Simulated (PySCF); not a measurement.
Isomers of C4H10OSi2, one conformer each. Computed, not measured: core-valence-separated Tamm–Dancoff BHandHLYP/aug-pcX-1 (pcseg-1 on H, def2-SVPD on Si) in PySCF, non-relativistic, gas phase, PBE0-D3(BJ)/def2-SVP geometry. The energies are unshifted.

P. `[SiH3]O[C@@H]1C=CC[SiH2]1`
Q. `[SiH3]O[SiH]1CC=CC1`

Main lines, eV (oscillator strength):
1. C K: 282.8 (0.054), 282.8 (0.070), 285.3 (0.008), 285.8 (0.020), 285.9 (0.012); O K: 532.3 (0.010), 533.4 (0.030), 533.9 (0.010), 534.2 (0.011), 534.7 (0.004)
2. C K: 282.9 (0.124), 285.3 (0.021), 285.5 (0.014), 285.8 (0.030), 285.9 (0.031); O K: 532.3 (0.004), 533.6 (0.013), 533.8 (0.024), 534.2 (0.012), 534.4 (0.005)
Listed: the first five lines at most of each edge with a tenth or more of its strongest line's intensity; roots within 0.03 eV on the same or equivalent atoms are summed. Only the lowest roots were sought, and the top ones are left out.

Q: Which spectrum belongs to which isomer?

A: 1 = P, 2 = Q.
- P: first C line listed at 282.8 eV, hole on the alkene CH carbon (1s→π*); first O line listed at 532.3 eV, hole on the silyl ether oxygen.
- Q: first C line listed at 282.9 eV, hole on the alkene CH carbon; first O line listed at 532.3 eV, hole on the siloxane oxygen.

Q: What are the ground-state energies of the isomers at BHandHLYP/aug-pcX-1 (pcseg-1 on H, def2-SVPD on Si), relative to the lowest?

A: P 192.5, Q 0.0 kJ/mol (electronic energies on these geometries, no dispersion or zero-point terms).
